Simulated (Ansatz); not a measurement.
```yaml
crystal:
  periodic: [false, false, false]
  atoms:
    - {symbol: Br, position_ang: [-1.226186, 1.228512, -0.600666]}
    - {symbol: Si, position_ang: [-0.016433, 0.646011, -0.347376]}
    - {symbol: B, position_ang: [0.332359, 0.089618, 0.798201]}
    - {symbol: C, position_ang: [0.161893, -0.634660, 0.129776]}
    - {symbol: H, position_ang: [0.386886, 0.581715, -1.381459]}
    - {symbol: H, position_ang: [0.212470, 0.175354, 1.650353]}
    - {symbol: H, position_ang: [0.430751, -0.859363, -0.505891]}
    - {symbol: H, position_ang: [-0.233875, -1.197672, 0.307141]}
basis:
  gaussian: {orbitals: 6-31G}
hamiltonian: {xc: {name: PBE0-DH}}
accuracy: high
```

```sh
$ ansatz run in.yaml --threads 2 --pin off --events-out ev --progress --plain --max-ram 4352MiB
```

Shortened log:

```
Functional definition: PBE0-DH
1478 factors; integrals over basis functions are off by at most 4.5e-9 eV
mean field evaluation 1: about -79593.4305 eV, gradient 6.8e1 eV
mean field evaluation 2: about -79594.3949 eV, gradient 6.7e1 eV
mean field evaluation 4: about -79605.0743 eV, gradient 3.1e0 eV
mean field evaluation 8: about -79605.1301 eV, gradient 2.8e-1 eV
mean field evaluation 16: about -79605.1304 eV, gradient 5.8e-5 eV
mean field -79605.13042929 eV, -2925.4345849812 hartree, gradient 2.0e-8 eV, S^2 0.000000; 0 other end points of the search recorded, 0 dependent functions left out
16 core orbitals not correlated: weight in the atoms' cores, before any rotation towards them, 0.997 or more for the frozen orbitals, at most 0.002 for the correlated occupied ones
reference -79605.13043071 eV, -2925.4345850332 hartree; 16, 16 occupied and 36, 36 virtual orbitals, 1478 factors
second order -10.97024217 eV of doubles, -0.00000000 eV of singles
Total energy: -79606.50171098 eV, -2925.4849786537 hartree
```

Task: What is wrong with this run?

Result: The geometry is squeezed to about two thirds of its size. The calculation finished and met its thresholds. The result belongs to that input, not to the molecule as meant.
